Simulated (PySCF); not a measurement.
PySCF 2.14 output of an unrestricted PBE calculation on a single atom or ion in cc-pVDZ-X2C, with scalar relativity by spin-free X2C-1e:

```
SCF conv_tol = 1e-09
number electrons alpha = 35  beta = 28
    J. P. Perdew, K. Burke, and M. Ernzerhof.,  Phys. Rev. Lett. 77, 3865 (1996)
    J. P. Perdew, K. Burke, and M. Ernzerhof.,  Phys. Rev. Lett. 78, 1396 (1997)
    J. P. Perdew, K. Burke, and M. Ernzerhof.,  Phys. Rev. Lett. 77, 3865 (1996)
    J. P. Perdew, K. Burke, and M. Ernzerhof.,  Phys. Rev. Lett. 78, 1396 (1997)
cycle= 1 E= -10843.1676566712  delta_E= -0.0181  |g|= 0.175  |ddm|= 0.943
cycle= 2 E= -10843.1646943464  delta_E= 0.00296  |g|= 0.228  |ddm|= 0.352
cycle= 3 E= -10843.1729245175  delta_E= -0.00823  |g|= 0.0161  |ddm|= 0.172
cycle= 4 E= -10843.1731797711  delta_E= -0.000255  |g|= 0.0034  |ddm|= 0.0651
cycle= 5 E= -10843.1733572789  delta_E= -0.000178  |g|= 0.00176  |ddm|= 0.106
cycle= 6 E= -10843.1733624788  delta_E= -5.2e-06  |g|= 0.000135  |ddm|= 0.0219
cycle= 7 E= -10843.173362497  delta_E= -1.83e-08  |g|= 3.02e-05  |ddm|= 0.00108
cycle= 8 E= -10843.1733624974  delta_E= -4.11e-10  |g|= 1.02e-05  |ddm|= 0.000219
converged SCF energy = -10843.1733624974  <S^2> = 15.929823  2S+1 = 8.04483
```

The run itself started from symmetry-adapted Hartree-Fock orbitals and held the occupation by maximum overlap, on a logarithmic radial grid, so the iterations belong to that start.

Problem. Which element, charge and spin multiplicity is this?

Solution. Eu (europium, neutral), multiplicity 8; the state was [Xe] 4f6 5d1 6s2, one real determinant (an excited configuration).

⟨L²⟩ = 18.61 against 30 for a pure H term, so this real determinant mixes terms. Spin-orbit coupling, absent here, splits the open shell strongly. ⟨S²⟩ = 15.93 against 15.75 shows spin contamination.
